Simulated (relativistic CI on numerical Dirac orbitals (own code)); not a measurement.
## Sensitivity of the levels of Br8+ to α and to the nuclear radius

Computed by Dirac-Coulomb-Breit CI, separate exchange-only KLI orbitals for each configuration, derivatives by finite differences, unscaled Slater integrals, QED left out (own radial code, finite nucleus).

CI space (outside the closed core [Ne]): 3s2.3p6.3d9, 3s2.3p5.3d10, 3s2.3p6.3d8.4s, 3s2.3p6.3d8.4p, 3s.3p6.3d10, 3s2.3p6.3d7.4s2, 3s2.3p6.3d8.4d, 3s2.3p6.3d7.4s.4p. Levels of other configurations are missing.

With x = (α/α₀)² − 1 an excitation energy changes as ω = ω₀ + qx; K = 2q/ω₀ is the relative enhancement. Terms are leading LS components, so labels can repeat. The field-shift factor is F = δν/δ⟨r²⟩ for the transition from the lowest level.

Lowest level 3s2.3p6.3d9 2D_5/2.

```
                  Level  ω₀ (cm⁻¹)  q (cm⁻¹)        K  F (GHz/fm²)
     3s2.3p6.3d9 2D_3/2       8496      8398     1.98       0.0453
  3s2.3p6.3d8.4s 4F_9/2     644974    -27970  -0.0867         13.6
  3s2.3p6.3d8.4s 4F_7/2     649333    -24910  -0.0767         13.6
  3s2.3p6.3d8.4s 4F_5/2     653986    -19510  -0.0597         13.6
  3s2.3p6.3d8.4s 4F_3/2     656710    -17520  -0.0533         13.6
  3s2.3p6.3d8.4s 2F_7/2     658921    -23030  -0.0699         13.4
  3s2.3p6.3d8.4s 2F_5/2     665594    -19050  -0.0572         13.4
  3s2.3p6.3d8.4s 4P_5/2     679970    -26000  -0.0765         13.6
  3s2.3p6.3d8.4s 2D_3/2     682501    -24460  -0.0717         13.6
  3s2.3p6.3d8.4s 4P_3/2     688524    -19220  -0.0558         13.7
  3s2.3p6.3d8.4s 4P_1/2     688525    -20260  -0.0589         13.7
  3s2.3p6.3d8.4s 2D_5/2     689986    -16490  -0.0478         13.6
  3s2.3p6.3d8.4s 2P_3/2     697783    -19580  -0.0561         13.4
  3s2.3p6.3d8.4s 2P_1/2     699458    -19860  -0.0568         13.4
  3s2.3p6.3d8.4s 2G_9/2     700764    -21950  -0.0627         13.6
  3s2.3p6.3d8.4s 2G_7/2     700853    -21830  -0.0623         13.6
  3s2.3p6.3d8.4s 2S_1/2     770911    -20020  -0.0519         13.7
 3s2.3p6.3d8.4p 4D°_7/2     788361    -21650  -0.0549         2.63
 3s2.3p6.3d8.4p 4G°_9/2     793816    -22870  -0.0576         2.64
 3s2.3p6.3d8.4p 4D°_5/2     796267    -13600  -0.0342         2.64
 3s2.3p6.3d8.4p 4G°_7/2     799262    -15450  -0.0387         2.66
3s2.3p6.3d8.4p 4G°_11/2     800088    -13090  -0.0327         2.57
 3s2.3p6.3d8.4p 4D°_3/2     802158     -8007    -0.02         2.65
```

At this charge configurations can still be misplaced by up to about 7 % of their energy.
